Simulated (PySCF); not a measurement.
ZnCl, SMILES [Cl][Zn+], charge +1. Heavy atoms are numbered as in [Zn+:1][Cl:2].

Geometry optimised at B3LYP-D3(BJ)/def2-TZVP. The spin state was assumed, not searched.

Calculation: PBE/def2-TZVPD run with PySCF.

ESP charges are fitted to the potential on shells at 1.4 to 2.0 van der Waals radii. Atomic charges (e), one atom of each kind:

| atom | meta-Löwdin | ESP fit |
|---|---|---|
| Zn1 | [?] | 1.16 |
| Cl2 | [?] | -0.16 |

### Question
What belongs in the gaps? (An estimate is asked for; the answer gives what the named calculation found.)

### Answer

- Zn1, meta-Löwdin: 1.32
- Cl2, meta-Löwdin: -0.32
